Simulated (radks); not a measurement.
Valence configurations of Sr I (all share [Kr]). All-electron calculation, scalar-relativistic Kohn-Sham, PBE, spin-polarised, spherical densities, point nucleus; open shells are filled with parallel spins first (spin-orbit coupling, left out, can overturn this in heavy ions). Program: a radial shooting solver on a logarithmic mesh with Libxc functionals. Order these by energy: 5s0.5 5p1.5; 5s1 5p1; 5s2; 4d1 5s1; 4d2; 5p2; 4d1 5s0.5 5p0.5; 5s1.5 5p0.5.

Answer. From the lowest, in eV above it: 5s2 0.000; 5s1.5 5p0.5 1.004; 5s1 5p1 1.824; 4d1 5s1 1.870; 4d1 5s0.5 5p0.5 2.972; 5s0.5 5p1.5 3.033; 5p2 4.243; 4d2 4.329. NIST lists [Kr] 5s2 as the ground configuration; this level of theory agrees among the configurations tried. The energies are those of spherical high-spin densities, not of single terms.
